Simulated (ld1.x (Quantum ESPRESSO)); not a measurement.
## Ga, TM: configuration errors across variants

| Item | Value |
| --- | --- |
| Element | gallium |
| Generator | ld1.x (Quantum ESPRESSO) 7.5 |
| Type | norm-conserving Troullier–Martins (Kleinman–Bylander form) |
| Functional | LDA (PZ) |
| Relativity | fully relativistic |
| Frozen core | [Ar] |
| Valence charge | 13 |
| Reference configuration | 3d10 4s2 4p1 |
| Partial waves | 4s (bound): rc 1.50 bohr; 4p (bound): rc 1.85 bohr; 3d (bound): rc 1.10 bohr |
| Local potential | the d channel |
| Core correction | Bessel-smoothed model core inside 1.05 bohr |

Open shells are filled in proportion to 2j + 1 (rel_dist='average').

All-electron excitation energies from the reference (eV): (1) 3d10 4s2 4p0 5.890; (2) 3d10 4s1 4p0 27.393; (3) 3d10 4s0 4p0 58.993; (4) 3d9 4s2 4p1 27.965; (5) 3d10 4s0 4p3 13.540; (6) 3d10 4s2 4p0.5 2.121; (7) 3d10 4s1 4p1 13.338.

Tests that are not counted but printed errors over 1 eV. “wave 4p (bound): rc 1.85 bohr becomes 4p (bound): rc 2.36 bohr”: 3d9 4s2 4p1 (solver errors, printed error -72.9 eV). “wave 3d (bound): rc 1.10 bohr becomes 3d (bound): rc 1.08 bohr”: 3d9 4s2 4p1 (solver errors, printed error -2.1 eV). “all radii but the core radius scaled by about 1.33 (s 2.00, p 2.46, d 1.46 bohr)”: 3d9 4s2 4p1 (pseudo-atom not self-consistent, printed error -1985 eV). “wave 4p (bound): rc 1.85 bohr becomes 4p (bound): rc 2.76 bohr”: 3d9 4s2 4p1 (solver errors, printed error -2.8 eV).

3 further variants failed, have other tests or another functional or relativity, and are left out.

A true bound ghost makes a file unfit for plane-wave use even where its test errors are small: the radial tests pick states by their node count and pass the ghost by. Where a test does run into it, the solver fails or the error is huge.

The file “base” misses its own reference levels by 0.3 eV. The file “wave 4s (bound): rc 1.50 bohr becomes 4s (bound): rc 1.36 bohr” misses its own reference levels by 0.3 eV. The file “wave 4p (bound): rc 1.85 bohr becomes 4p (bound): rc 2.36 bohr” misses its own reference levels by 0.3 eV. The file “wave 3d (bound): rc 1.10 bohr becomes 3d (bound): rc 1.08 bohr” misses its own reference levels by 0.3 eV. The file “all radii but the core radius scaled by about 1.33 (s 2.00, p 2.46, d 1.46 bohr)” misses its own reference levels by 0.3 eV. The file “core correction Bessel-smoothed model core inside 1.08 bohr” misses its own reference levels by 0.3 eV. The file “wave 4p (bound): rc 1.85 bohr becomes 4p (bound): rc 2.76 bohr” misses its own reference levels by 0.3 eV.

Errors AE − PS in meV (a dash: test not solved or not reliable):

```csv
change,(1),(2),(3),(4),(5),(6),(7),bound ghosts
base,-0.2,-6.9,-54,-246,-3.2,0.0,0.0,"s, p3/2, p1/2"
wave 4s (bound): rc 1.50 bohr becomes 4s (bound): rc 1.36 bohr,-0.5,-4.3,-41,-212,-0.6,-0.1,+1.4,"s, p3/2, p1/2"
wave 4p (bound): rc 1.85 bohr becomes 4p (bound): rc 2.36 bohr,-0.4,-7.7,-56,–,-0.9,-0.1,+0.4,"s, p3/2, p1/2"
wave 3d (bound): rc 1.10 bohr becomes 3d (bound): rc 1.08 bohr,-0.2,-6.9,-55,–,-3.2,0.0,0.0,"s, p3/2, p1/2"
"all radii but the core radius scaled by about 1.33 (s 2.00, p 2.46, d 1.46 bohr)",-0.4,-7.0,-49,–,-3.7,-0.1,-0.9,"s, p3/2, p1/2"
core correction Bessel-smoothed model core inside 1.08 bohr,-0.3,-6.8,-54,-245,-3.2,0.0,0.0,"s, p3/2, p1/2"
local potential the s channel,–,-9.7,–,–,–,-0.1,-2.3,none
wave 4p (bound): rc 1.85 bohr becomes 4p (bound): rc 2.76 bohr,-1.1,-12,-65,–,+9.9,-0.1,+2.5,"s, p3/2, p1/2"
```

Q: Give the same row for: wave 4p (bound): rc 1.85 bohr becomes 4p (bound): rc 2.14 bohr.

A: -0.3, -6.8, -54, –, -3.8, -0.1, -0.1; bound ghosts: s, p3/2, p1/2. Not counted: 3d9 4s2 4p1 (solver errors, printed error -1606 eV).
